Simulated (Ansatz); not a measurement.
Cost and result up the ladder for the cluster Ca2O3H2 (the lowest singlet isomer of a short search) (7 atoms). Total charge 0; singlet. Geometry: B3LYP-D4/def2-SVP.

```
atom    x (Å)    y (Å)    z (Å)
 Ca1  -0.0392   0.0624  -2.0601
 Ca2   0.0045   0.1479   2.0401
  O3   0.9921  -0.0705  -3.8065
  O4  -0.0269   0.1300  -0.0108
  O5  -0.9751  -0.0169   3.8130
  H6   1.5892  -0.1386  -4.5562
  H7  -1.5447  -0.1143   4.5806
```

Ansatz on 4 threads of Arm Neoverse V2 on a shared host. Times are rough, and most runs start from the orbitals of an earlier one. ωB97M-V/def2-TZVP serves as the yardstick here, not as an exact answer. Differences are given only for rows in sets of like size (and for xTB, whose basis is part of the method), since another set adds its own error. Binding counts from free atoms at the same level (Ca singlet, O triplet, H doublet; other spins of the atoms weren't run), without zero-point energy or a counterpoise term.

The 6-31G sets use Cartesian d functions. HSE06 is defined as in plane-wave codes, on full-range PBE exchange. Correlated methods freeze 13 core orbitals; core or outer-core shells of Ca are correlated, in sets that lack core-valence functions. The structure comes from a short search, and lower isomers may exist.

Correlated methods converge slowly with the basis.

```csv
level,functions,wall time,binding energy per atom (eV),difference from ωB97M-V/def2-TZVP (eV)
HF/6-31G,89,0.45 s,2.15,–
PBE-D4/def2-SVP,100,0.85 s,3.90,–
HF/def2-TZVP,177,1.2 s,2.31,-1.35
PBE0-D4/def2-SVP,100,1.2 s,3.69,–
PBE-D4/def2-TZVP (with forces),177,1.6 s,3.84,0.17
MP2/def2-TZVP,177,1.8 s,3.62,-0.05
PBE-D4/def2-TZVPD,210,1.9 s,3.85,0.18
HSE06-D4/def2-TZVP,177,2.2 s,3.64,-0.03
PBE0-D4/def2-TZVPD,210,2.9 s,3.65,-0.02
r2SCAN-D4/def2-TZVP,177,3.1 s,3.81,0.14
r2SCAN-D4/def2-TZVPD,210,4.2 s,3.82,0.15
B97M-V/def2-TZVP,177,6.5 s,3.68,0.01
ωB97M-V/def2-TZVP,177,7.5 s,3.67,0.00
CCSD(T)/def2-TZVPP,193,93 s,3.46,-0.21
```
